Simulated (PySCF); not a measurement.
Two-component Hartree-Fock for Tm⁵⁵⁺ (thulium, charge +55)

Start: [Ne] 3s2 3p2; 3p1/2 filled at m_j = -1/2, +1/2. Calculated with PySCF 2.14 in an uncontracted even-tempered set (18 s from 16 bohr⁻², ratio 2.4; 14 p from 21 bohr⁻², ratio 2.4; 4 d from 70 bohr⁻², ratio 2.6; 4 f from 100 bohr⁻², ratio 2.6): generalised Hartree-Fock with the X2C-1e Hamiltonian and a Gaussian nucleus; one run each with spin-orbit coupling (SO) switched off, then screened by Boettger's factors.

```json
{"spinor shell": "1s1/2", "electrons": "2", "ε, spin-free (eV)": "-63910.8", "ε, screened SO (eV)": "-63885.0", "weight of nominal j (screened SO)": "1.000", "rms radius, screened SO (bohr)": "0.0227"}
{"spinor shell": "2s1/2", "electrons": "2", "ε, spin-free (eV)": "-14206.4", "ε, screened SO (eV)": "-14194.9", "weight of nominal j (screened SO)": "1.000", "rms radius, screened SO (bohr)": "0.0903"}
{"spinor shell": "2p1/2", "electrons": "2", "ε, spin-free (eV)": "-13034.7", "ε, screened SO (eV)": "-13750.4", "weight of nominal j (screened SO)": "1.000", "rms radius, screened SO (bohr)": "0.0769"}
{"spinor shell": "2p3/2", "electrons": "4", "ε, spin-free (eV)": "-13034.7", "ε, screened SO (eV)": "-12724.8", "weight of nominal j (screened SO)": "1.000", "rms radius, screened SO (bohr)": "0.0835"}
{"spinor shell": "3s1/2", "electrons": "2", "ε, spin-free (eV)": "-5688.2", "ε, screened SO (eV)": "-5683.5", "weight of nominal j (screened SO)": "1.000", "rms radius, screened SO (bohr)": "0.217"}
{"spinor shell": "3p1/2", "electrons": "2", "ε, spin-free (eV)": "-5363.6", "ε, screened SO (eV)": "-5533.6", "weight of nominal j (screened SO)": "1.000", "rms radius, screened SO (bohr)": "0.205"}
```

| quantity | spin-free | screened SO |
| --- | --- | --- |
| E (hartree) | -10310.33800 | -10333.00340 |
| M_J | 0 | 0 |
| ⟨J²⟩ | 2.000 | 0.000 |
| ⟨L²⟩ | 2.000 | 1.347 |
| ⟨S²⟩ | 2.000 | 1.347 |

Breit and QED terms are absent; they matter most for the inner s and p1/2 levels.

Densities and radii are taken from the X2C orbitals without a picture-change correction, which distorts them close to the nucleus.

Without spin-orbit coupling the j labels of p, d and f shells carry no meaning; the spin-free column gives the mean over the occupied spinors of each nl shell.
